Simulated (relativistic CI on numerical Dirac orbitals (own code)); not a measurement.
**How well does a small relativistic CI reproduce Cd?**

Calculated at this level of theory: Dirac-Coulomb-Breit CI, separate exchange-only KLI orbitals for each configuration, model QED, valence Slater integrals scaled by 0.85, P86 correlation estimate, and configurations built on the next ion tied to the tabulated ionisation energy (semi-empirical) (own radial code, finite nucleus).

Configurations in the expansion (outside the closed core [Kr] 4d10): 5s², 5s5p, 5s6s, 5s5d, 5s6p, 5s6d, 5s7s, 5s5f, 5s6f, 5p², 5s7p, 5s4f, 5s5g, 5s7d, 5d², 5s7f. Levels of other configurations are missing.

```csv
Configuration,Term (tabulated),J,Measured (cm⁻¹),Computed,Error,Purity (%)
5s²,1S,0,0.0,0,0,96
5s5p,3P°,0,30114.0,29994,-120,100
5s5p,3P°,1,30656.1,30486,-170,100
5s5p,3P°,2,31827.0,31483,-344,99
5s5p,1P°,1,43692.4,46117,2425,87
5s6s,3S,1,51484.0,50945,-539,100
5s6s,1S,0,53310.1,52813,-497,99
5s5d,1D,2,59219.7,57827,-1393,91
5s5d,3D,1,59485.8,58670,-816,100
5s5d,3D,2,59497.9,58676,-822,100
5s5d,3D,3,59516.0,58686,-830,100
```

Measured levels from NIST Handbook of Basic Atomic Spectroscopic Data (Sansonetti and Martin, J. Phys. Chem. Ref. Data 34, 1559 (2005)); pairs were made by configuration, J and term (by order where the table uses no LS term), so strongly mixed levels may be paired wrongly.

Mean error by configuration (cm⁻¹): 5s5p 448; 5s6s -518; 5s5d -965. Over the excited levels the mean absolute error is 795 cm⁻¹ (10 of the 10 excited levels that our extract of the source holds in range could be paired), and the median relative error of those above 1,000 cm⁻¹ is 1.2 %.

Transition probabilities of persistent lines. The last column rescales the computed rate by the cube of measured over computed energy:

```tsv
λ measured (Å)	Lower	Upper	A tabulated (s⁻¹)	A computed	A rescaled
2288.02 air	5s² ¹S0	5s5p ¹P°1	5.30e+08	8.77e+08	7.46e+08
3403.65 air	5s5p ³P°0	5s5d ³D1	7.70e+07	9.06e+07	9.74e+07
3466.20 air	5s5p ³P°1	5s5d ³D2	1.20e+08	1.21e+08	1.30e+08
3467.66 air	5s5p ³P°1	5s5d ³D1	6.70e+07	6.61e+07	7.07e+07
3610.51 air	5s5p ³P°2	5s5d ³D3	1.30e+08	1.56e+08	1.65e+08
3612.87 air	5s5p ³P°2	5s5d ³D2	3.50e+07	3.82e+07	4.03e+07
4678.15 air	5s5p ³P°0	5s6s ³S1	1.30e+07	1.59e+07	1.69e+07
4799.91 air	5s5p ³P°1	5s6s ³S1	4.10e+07	4.64e+07	4.90e+07
5085.82 air	5s5p ³P°2	5s6s ³S1	5.60e+07	7.28e+07	7.51e+07
6438.47 air	5s5p ¹P°1	5s5d ¹D2	5.90e+07	3.89e+07	9.07e+07
```
